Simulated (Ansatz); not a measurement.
One change: `CC([SiH3])=C=N` becomes `CC=C=N`.

Ansatz, PBE0-D4/def2-TZVP geometries, multiplicity 1. Each molecule was computed in one conformer, which needn't be the lowest.

```tsv
property	`CC([SiH3])=C=N`
HOMO energy (PBE0/def2-TZVPP) / eV	-6.71
ideal-gas entropy at 298 K and 1 bar (rigid rotor, harmonic PBE0-D4/def2-TZVP) / J/(mol·K)	344
LUMO energy (ωB97M-V/def2-TZVPP) / eV	1.74
LUMO energy (PBE/def2-TZVPP) / eV	-1.25
size of the dipole moment (ωB97M-V/def2-TZVPP) / D	1.58
zero-point energy (PBE0-D4/def2-TZVP) / kJ/mol	232.6
```

**Question.** What does the change do to each property? (An estimate is asked.)

**Answer.** Computed: 
```
                                                                                  property  `CC=C=N`  shift
                                                        HOMO energy (PBE0/def2-TZVPP) / eV     -6.50   0.21
ideal-gas entropy at 298 K and 1 bar (rigid rotor, harmonic PBE0-D4/def2-TZVP) / J/(mol·K)       287    -57
                                                     LUMO energy (ωB97M-V/def2-TZVPP) / eV      2.08   0.34
                                                         LUMO energy (PBE/def2-TZVPP) / eV     -1.12   0.13
                                        size of the dipole moment (ωB97M-V/def2-TZVPP) / D      1.64   0.06
                                            zero-point energy (PBE0-D4/def2-TZVP) / kJ/mol     191.8  -40.8
```

The zero-point energy changes by -40.8 kJ/mol with -9 modes. Dipoles are sizes alone; their direction can turn.
